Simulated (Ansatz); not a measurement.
`S[Si](S)(Cl)Br` → Br• + Cl• + 2 H• + 2 S• + Si•  (atomization)

Calculated with Ansatz (gas phase, PBE0-D4/def2-TZVP geometries, no zero-point term in ΔE). CBS: MP2 limit from def2 TZ/QZ plus the TZ coupled-cluster correction, frozen cores. This one scheme is used for every species, atoms too. For atomizations the MP2-based limit and the directly extrapolated one differ by several kJ/mol either way, and by 10 to 25 for some Ge, Se and Sn compounds, so smaller differences from it don't rank the levels. Functionals use def2-TZVPP. HSE06 is defined as in plane-wave codes. Open shells (•) are unrestricted, without spin–orbit coupling. Spin–orbit coupling would lower the free atoms: a little for Cl, S, Si; clearly for Br. For Br outer-core shells are correlated without core-valence functions, so the limit isn't a true one: a few kJ/mol of doubt a bond, and 10 to 20 or more in all where bonds break to atoms. Scalar relativity is left out up to krypton. Each species was taken in one conformer, which may not be the lowest.

`S[Si](S)(Cl)Br`:

```xyz
7

S    -0.593   -1.942    0.243
Si    0.049    0.063    0.082
S    -0.835    0.754   -1.707
Cl   -0.537    1.110    1.739
Br    2.249    0.287   -0.030
H    -0.436   -1.970    1.578
H     0.102    1.698   -1.905
```

```csv
species,HSE06-D4 energy (Eh)
`S[Si](S)(Cl)Br`,-4120.79715
Br•,-2573.81629
Cl•,-459.98963
H•,-0.50075
S•,-397.96634
Si•,-289.24299
```

Work out ΔE.

ΔE = 2 × (-0.50075) + 2 × (-397.96634) + (-2573.81629) + (-459.98963) + (-289.24299) − (-4120.79715) = 0.81406 Eh = +2137.3 kJ/mol. CCSD(T)/CBS gives +2139.5 kJ/mol.

Largest T1 diagnostic among the species: 0.012.

From BLYP to BHLYP (50 % exact exchange), in def2-TZVPP and without D4, ΔE moves by −18.1 kJ/mol: exact exchange takes away binding that semilocal exchange gives to molecules. The D4 term adds +55.0 kJ/mol with B3LYP and +28.7 kJ/mol with PBE0; it sums over pairs of atoms, weighted by their polarisabilities, and B3LYP, whose exchange is more repulsive, gets the larger term. Leaving LDA and LC-ωPBE aside and taking each functional with its dispersion term where it has one, the values, not all of them listed here, spread over 124.7 kJ/mol, from BHLYP-D4 to PBE-D4. LDA lies +328.3 kJ/mol from PBE without D4, its usual overbinding.

B3LYP here is the variant with VWN-RPA as its local correlation; programs differ in this.
